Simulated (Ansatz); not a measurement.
System: BGeH₃F, charge 0, doublet. BGeH3F (SMILES F[B][GeH3], doublet).
B3LYP-D3(BJ)/def2-TZVP minimum from Ansatz (a program for electronic structure):
```
Ge
H 1 1.5383
H 1 1.5383 2 108.12
H 1 1.5451 2 109.13 3 -118.59
B 1 2.1005 2 107.50 3 115.78
F 5 1.3030 1 125.63 2 121.90
```
Charge 0, spin multiplicity 2.

Atomisation energy term by term, kcal/mol (programs: Ansatz). Open shells are spin-unrestricted; no spin-orbit coupling. Correlated methods leave the cores frozen (noble-gas shells, and filled d and f shells in the p block). No relativity. CBS(X,Y): correlation extrapolated as X^-3, Hartree-Fock from the larger set. A bracket is a step between two methods taken in the basis named. For partners of very few electrons the exact lower level stands in for a higher one.

```csv
term,basis,kcal/mol
Hartree-Fock,cc-pVQZ,316.45
CCSD correlation,"CBS(cc-pVTZ,cc-pVQZ)",92.34
(T),"CBS(cc-pVTZ,cc-pVQZ)",5.92
CCSDT(Q) - CCSD(T),cc-pVDZ,0.57
sum: De,,415.3
```
